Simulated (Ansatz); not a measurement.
CH₃BClO, SMILES `CO[B]Cl` radical at its PBE0-D4/def2-TZVP geometry, where that method's forces vanish. The species carries charge 0 and has multiplicity 2.

```xyz
7

C    -0.7773   -0.0898    0.2178
O    -0.0190    0.1912   -0.9570
B     1.2929    0.2866   -1.0443
Cl    2.4420    0.0894    0.2726
H    -0.1262   -0.2288    1.0819
H    -1.3575   -0.9948    0.0377
H    -1.4550    0.7461    0.3914
```

Problem. What forces (eV/Å) does r2SCAN-D4/def2-TZVPP give on these atoms in the Gaussian-basis code of Ansatz? (Estimate.)

Solution. Computed: 
```
C1  -0.206 -0.075  0.310
O2  -0.054  0.050 -0.259
B3   0.159  0.033 -0.120
Cl4  0.089 -0.014  0.095
H5  -0.014  0.003 -0.018
H6   0.012  0.024  0.001
H7   0.014 -0.021 -0.008
```
